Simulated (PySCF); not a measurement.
Theory: core-valence-separated Tamm–Dancoff BHandHLYP/aug-pcX-1 (pcseg-1 on H, def2-SVPD on Ge) in PySCF, non-relativistic, gas phase, PBE0-D3(BJ)/def2-SVP geometry. BHandHLYP without relativity tends to put these K edges a few eV too low, so spacings mean more than positions.

Main lines of an unknown, eV (oscillator strength): C K: 282.7 (0.051), 282.7 (0.066), 285.9 (0.008), 286.0 (0.012), 286.3 (0.015); O K: 531.7 (0.020), 533.0 (0.022), 533.7 (0.004), 534.1 (0.008), 534.4 (0.004). Listed: the first five lines at most of each edge with a tenth or more of its strongest line's intensity; roots within 0.03 eV on the same or equivalent atoms are summed. Only the lowest roots were sought, and the top ones are left out.

**Question.** Which candidate gives them?
A. `CC#[C][GeH2][O]C`
B. `[GeH3][O]C1=CCC1`
C. `C=C1C[C@H]1[O][GeH3]`
D. `[GeH3][O][C@H]1[C@@H]2C[C@@H]21`

**Answer.** C. 

- `C=C1C[C@H]1[O][GeH3]`: C K: 282.7 (0.051), 282.7 (0.066), 285.9 (0.008), 286.0 (0.012), 286.3 (0.015); O K: 531.7 (0.020), 533.0 (0.022), 533.7 (0.004), 534.1 (0.008), 534.4 (0.004). First C line listed at 282.7 eV, hole on the terminal =CH2 carbon (1s→π*); first O line listed at 531.7 eV, hole on the oxygen bonded to C and Ge.
- `[GeH3][O]C1=CCC1`: C K: 283.5 (0.052), 284.6 (0.074), 285.4 (0.013), 285.8 (0.012), 285.8 (0.009); O K: 532.1 (0.023), 533.7 (0.020), 534.1 (0.004), 534.8 (0.004), 535.0 (0.002). First C line listed at 283.5 eV, hole on the alkene CH carbon (1s→π*); first O line listed at 532.1 eV, hole on the oxygen bonded to C and Ge.
- `[GeH3][O][C@H]1[C@@H]2C[C@@H]21`: C K: 286.0 (0.087), 286.1 (0.010), 286.1 (0.020), 286.5 (0.021), 286.6 (0.046); O K: 531.7 (0.023), 533.6 (0.003), 534.2 (0.013), 534.5 (0.004), 534.8 (0.003). First C line listed at 286.0 eV, hole on the sp3 carbon at a ring junction; first O line listed at 531.7 eV, hole on the oxygen bonded to C and Ge.
- `CC#[C][GeH2][O]C`: C K: 283.1 (0.051), 283.2 (0.053), 283.3 (0.053), 283.6 (0.057), 286.1 (0.015); O K: 531.6 (0.020), 533.5 (0.005), 533.7 (0.019), 533.9 (0.007), 534.0 (0.008). First C line listed at 283.1 eV, hole on the alkyne carbon (1s→π*); first O line listed at 531.6 eV, hole on the oxygen bonded to C and Ge.

One conformer each; other structures than these candidates weren't tested.

Shape of the structure used: `[CH2:1]=[C:2]1[CH2:3][C@H:4]1[O:5][GeH3:6]`: C3–C4–O5–Ge6 116°.
